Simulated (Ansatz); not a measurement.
The cluster Ag3Pd. Charge 0, multiplicity 2. Geometry r2SCAN-D4/def2-SVP; atoms count from 1.

Cartesian coordinates in Å:
```
Pd -0.555 0.342 1.134
Ag -0.989 1.818 -1.019
Ag 0.980 -1.812 1.039
Ag 0.564 -0.348 -1.154
```

In the def2 sets Ag, Pd take a core potential; there is no spin–orbit coupling. No other spin state of charge 0 was run. The structure comes from a short search, and lower isomers may exist.

(1) Estimate the Mulliken populations from the PBE0/def2-TZVP orbitals of Ansatz.

(2) Where does the spin sit?

(3) And the Mayer bond orders between bonded heavy atoms (over 0.3)?

## Answers

(1) 
```json
{"atom": "Pd1", "charge (e)": "-0.11", "spin (α − β)": "0.30", "d electrons": "9.50"}
{"atom": "Ag2", "charge (e)": "0.00", "spin (α − β)": "0.33", "d electrons": "9.94"}
{"atom": "Ag3", "charge (e)": "0.00", "spin (α − β)": "0.33", "d electrons": "9.94"}
{"atom": "Ag4", "charge (e)": "0.11", "spin (α − β)": "0.04", "d electrons": "9.92"}
```
Mulliken values and Mayer orders depend strongly on the basis.

(2) Summed by element: Pd 0.30, Ag 0.70, of 1 unpaired in all. Largest on single atoms: Ag3 0.33, Ag2 0.33, Pd1 0.30.

(3) Pd1–Ag2 0.57 (2.65 Å); Pd1–Ag3 0.57 (2.65 Å); Pd1–Ag4 0.45 (2.64 Å); Ag2–Ag4 0.47 (2.67 Å); Ag3–Ag4 0.47 (2.67 Å).
